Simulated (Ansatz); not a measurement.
## A relaxation, step by step

BNH5Cl3O, closed shell, PBE0-D4/def2-TZVP (Ansatz 0.2.0). Settings:

```yaml
hamiltonian: {xc: pbe0, dispersion: d4}
relax: {f_tol: 0.005, max_steps: 200}
```

Start, a step off a saddle point along its unstable mode:

```
11
angstrom
B -0.6490 -1.3177 -0.2207
Cl 2.2510 -0.5931 0.2093
Cl -0.1118 -2.5488 -1.3448
Cl -0.8221 -1.6791 1.4815
H 0.0861 1.3009 0.0875
N -0.9746 -0.0266 -0.6590
H 1.7080 0.4782 0.4197
O 0.7650 1.8746 0.5121
H -0.9573 0.1569 -1.6560
H -1.8202 0.3603 -0.2204
H 0.5250 1.9946 1.3906
```

```json
{"step": "1", "energy less the last (meV)": "616.3", "largest force component (eV/Å)": "3.065"}
{"step": "6", "energy less the last (meV)": "170.6", "largest force component (eV/Å)": "0.111"}
{"step": "11 (rejected trial)", "energy less the last (meV)": "162.3", "largest force component (eV/Å)": "0.215"}
{"step": "16", "energy less the last (meV)": "152.8", "largest force component (eV/Å)": "0.160"}
{"step": "21", "energy less the last (meV)": "140.4", "largest force component (eV/Å)": "0.155"}
{"step": "26", "energy less the last (meV)": "95.1", "largest force component (eV/Å)": "0.350"}
{"step": "31", "energy less the last (meV)": "50.5", "largest force component (eV/Å)": "0.216"}
{"step": "36", "energy less the last (meV)": "45.1", "largest force component (eV/Å)": "0.105"}
{"step": "41", "energy less the last (meV)": "43.3", "largest force component (eV/Å)": "0.047"}
{"step": "46", "energy less the last (meV)": "42.0", "largest force component (eV/Å)": "0.134"}
{"step": "51 (rejected trial)", "energy less the last (meV)": "45.2", "largest force component (eV/Å)": "0.810"}
{"step": "56", "energy less the last (meV)": "23.6", "largest force component (eV/Å)": "0.150"}
{"step": "61", "energy less the last (meV)": "8.2", "largest force component (eV/Å)": "0.047"}
{"step": "66", "energy less the last (meV)": "1.1", "largest force component (eV/Å)": "0.079"}
{"step": "71", "energy less the last (meV)": "0.0", "largest force component (eV/Å)": "0.021"}
{"step": "74", "energy less the last (meV)": "0.0", "largest force component (eV/Å)": "0.002"}
```

Step 6, positions (Å) and forces (eV/Å):

| atom | x | y | z | Fx | Fy | Fz |
| --- | --- | --- | --- | --- | --- | --- |
| B1 | -0.908 | -1.336 | -0.246 | 0.111 | -0.006 | 0.041 |
| Cl2 | 3.049 | -0.384 | 0.460 | -0.006 | 0.021 | -0.001 |
| Cl3 | 0.026 | -2.376 | -1.296 | -0.029 | 0.000 | 0.027 |
| Cl4 | -1.235 | -1.802 | 1.416 | -0.024 | -0.013 | -0.040 |
| H5 | 0.139 | 1.147 | 0.088 | -0.011 | 0.049 | -0.009 |
| N6 | -1.356 | -0.092 | -0.708 | -0.048 | 0.014 | 0.000 |
| H7 | 2.185 | 0.604 | 0.431 | 0.035 | -0.015 | 0.006 |
| O8 | 0.840 | 1.731 | 0.420 | -0.035 | -0.069 | 0.000 |
| H9 | -1.271 | 0.153 | -1.681 | -0.015 | 0.011 | -0.010 |
| H10 | -2.068 | 0.417 | -0.209 | 0.007 | 0.009 | -0.009 |
| H11 | 0.599 | 1.938 | 1.327 | 0.014 | 0.000 | -0.005 |

Step 46, positions (Å) and forces (eV/Å):

```json
{"atom": "B1", "x": "-1.221", "y": "-1.212", "z": "0.007", "Fx": "-0.011", "Fy": "0.027", "Fz": "-0.027"}
{"atom": "Cl2", "x": "2.260", "y": "0.975", "z": "-1.491", "Fx": "0.005", "Fy": "0.000", "Fz": "-0.007"}
{"atom": "Cl3", "x": "0.088", "y": "-2.139", "z": "0.744", "Fx": "0.015", "Fy": "-0.011", "Fz": "0.013"}
{"atom": "Cl4", "x": "-2.880", "y": "-1.549", "z": "0.481", "Fx": "-0.003", "Fy": "-0.002", "Fz": "0.005"}
{"atom": "H5", "x": "0.150", "y": "1.137", "z": "1.002", "Fx": "0.134", "Fy": "-0.005", "Fz": "0.052"}
{"atom": "N6", "x": "-0.934", "y": "-0.203", "z": "-0.898", "Fx": "0.037", "Fy": "-0.057", "Fz": "0.044"}
{"atom": "H7", "x": "1.880", "y": "1.146", "z": "-0.237", "Fx": "-0.010", "Fy": "0.001", "Fz": "0.017"}
{"atom": "O8", "x": "1.076", "y": "1.201", "z": "1.274", "Fx": "-0.085", "Fy": "-0.099", "Fz": "0.007"}
{"atom": "H9", "x": "-0.006", "y": "-0.039", "z": "-1.265", "Fx": "0.018", "Fy": "0.006", "Fz": "-0.001"}
{"atom": "H10", "x": "-1.664", "y": "0.308", "z": "-1.362", "Fx": "-0.058", "Fy": "0.036", "Fz": "-0.033"}
{"atom": "H11", "x": "1.252", "y": "0.376", "z": "1.745", "Fx": "-0.043", "Fy": "0.103", "Fz": "-0.069"}
```

Step 66, positions (Å) and forces (eV/Å):

```json
{"atom": "B1", "x": "-1.368", "y": "-1.245", "z": "-0.059", "Fx": "-0.011", "Fy": "-0.079", "Fz": "0.018"}
{"atom": "Cl2", "x": "1.968", "y": "1.209", "z": "-1.542", "Fx": "-0.007", "Fy": "-0.001", "Fz": "0.023"}
{"atom": "Cl3", "x": "-0.123", "y": "-1.780", "z": "1.102", "Fx": "-0.065", "Fy": "0.049", "Fz": "-0.045"}
{"atom": "Cl4", "x": "-3.018", "y": "-1.816", "z": "0.177", "Fx": "0.072", "Fy": "0.034", "Fz": "0.001"}
{"atom": "H5", "x": "0.975", "y": "1.741", "z": "1.791", "Fx": "0.024", "Fy": "-0.017", "Fz": "-0.011"}
{"atom": "N6", "x": "-1.035", "y": "-0.418", "z": "-1.107", "Fx": "0.006", "Fy": "0.025", "Fz": "-0.008"}
{"atom": "H7", "x": "1.843", "y": "1.218", "z": "-0.220", "Fx": "0.008", "Fy": "0.003", "Fz": "-0.012"}
{"atom": "O8", "x": "1.535", "y": "1.058", "z": "1.410", "Fx": "-0.043", "Fy": "0.006", "Fz": "-0.003"}
{"atom": "H9", "x": "-0.097", "y": "-0.083", "z": "-1.287", "Fx": "-0.056", "Fy": "-0.006", "Fz": "-0.016"}
{"atom": "H10", "x": "-1.726", "y": "-0.112", "z": "-1.773", "Fx": "0.054", "Fy": "-0.014", "Fz": "0.043"}
{"atom": "H11", "x": "1.047", "y": "0.227", "z": "1.507", "Fx": "0.018", "Fy": "0.001", "Fz": "0.009"}
```

Last step (74):

B1  (-1.389, -1.249, -0.067)
Cl2  (1.930, 1.243, -1.540)
Cl3  (-0.173, -1.725, 1.144)
Cl4  (-3.030, -1.847, 0.138)
H5  (1.055, 1.742, 1.829)
N6  (-1.045, -0.437, -1.123)
H7  (1.841, 1.232, -0.215)
O8  (1.577, 1.050, 1.413)
H9  (-0.113, -0.080, -1.288)
H10  (-1.725, -0.160, -1.811)
H11  (1.073, 0.231, 1.519)
(Å)

Hardware: 8 CPU threads of an Arm Neoverse V2, shared host. Wall time 2.6 min; peak host memory 0.78 GiB.
